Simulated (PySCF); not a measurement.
# Peak assignment

Bonds: B1-C2, B1-C9, B1-N16, C2-C3, C9-C10, N16-C17, C17-O18. C2 carries H4, H5; C3 carries H6, H7, H8; C9 carries H11, H12; C10 carries H13, H14, H15.

Single conformer, relativity neglected, rapidly exchanging positions averaged, no solvent. J: B3LYP/pcJ-1 (spin–dipole term only in couplings to heteroatoms); PBE0-D3(BJ)/def2-SVP geometry; KT2/pcSseg-1 with gauge-including orbitals; PySCF 2.14.0 with density-fitted response routines.

Referencing at the same level of theory: ¹³C (183.22 ppm), ¹H (31.18 ppm) against TMS.

Q: Assign these signals to the numbered atoms. ¹³C{¹H} NMR (computed): δ 126.5, 21.3, 10.0.

A: 
126.5 → C17, carbon bonded to N, O
21.3 → C2/C9, carbon bonded to C, B, 2 H
10.0 → C3/C10, carbon bonded to C, 3 H

Q: Assign these signals to the numbered atoms. ¹H NMR (400 MHz, computed): δ 1.11 (m, 4H), 0.98 (m, 6H).

A: 
```tsv
δ (ppm)	atoms	environment	reason
1.11	H4/H5/H11/H12	hydrogen on a carbon bonded to C, B	–
0.98	H6/H7/H8/H13/H14/H15	hydrogen on a carbon bonded to C	–
```

A carbon bonded to boron is broadened by the quadrupolar boron nucleus and is often missing from a measured spectrum. Splittings below 1 Hz are ignored in the labels, and close J values are merged. Couplings among chemically equivalent protons are left out too, so labels in AA′BB′ or AA′XX′ sets are apparent multiplicities. Unscaled 3J(H,H) at this level run about 10 % above measured values. Shifts are as computed. Against solution values, carbons near 30 ppm lie about +2 ppm off and those near 130 ppm about -5 ppm. Of 1309 compounds with measured shifts, 239 miss one by over three times the rms of a fit or turn the order of signals round; such compounds aren't used in these exercises.
